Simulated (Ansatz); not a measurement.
Start from `O=C=[N][AlH][Cl]` and change one element to get `O=C=[N][InH][Cl]`.

Ansatz, PBE0-D4/def2-TZVP geometries, multiplicity 1. Each molecule was computed in one conformer, which needn't be the lowest.

Elements past krypton have def2 core potentials.

| property | `O=C=[N][AlH][Cl]` |
| --- | --- |
| HOMO energy (ωB97M-V/def2-TZVPP) / eV | -11.12 |
| ideal-gas entropy at 298 K and 1 bar (rigid rotor, harmonic PBE0-D4/def2-TZVP) / J/(mol·K) | 341 |
| HOMO energy (PBE/def2-TZVPP) / eV | -7.49 |
| size of the dipole moment (B3LYP/def2-TZVPP) / D | 1.63 |
| HOMO–LUMO gap (B3LYP/def2-TZVPP) / eV | 6.87 |
| LUMO energy (ωB97M-V/def2-TZVPP) / eV | 0.14 |

Question: What does the change do to each property? (Best estimate.)

Answer: The calculation gave: 
```csv
property,`O=C=[N][InH][Cl]`,shift
HOMO energy (ωB97M-V/def2-TZVPP) / eV,-10.77,0.35
"ideal-gas entropy at 298 K and 1 bar (rigid rotor, harmonic PBE0-D4/def2-TZVP) / J/(mol·K)",364,23
HOMO energy (PBE/def2-TZVPP) / eV,-7.20,0.29
size of the dipole moment (B3LYP/def2-TZVPP) / D,3.60,1.97
HOMO–LUMO gap (B3LYP/def2-TZVPP) / eV,5.97,-0.90
LUMO energy (ωB97M-V/def2-TZVPP) / eV,-0.50,-0.64
```

With PBE0 the HOMO rises by 0.33 eV and the LUMO falls by 0.50 eV, so the gap narrows by about 0.83 eV. PBE moves the HOMO by 0.29 eV and ωB97M-V by 0.35 eV. Dipoles are sizes alone; their direction can turn. Modes under 60 cm⁻¹, often nearly free rotors, make the harmonic entropy too high.

B3LYP here is the variant with VWN-RPA as its local correlation; programs differ in this.
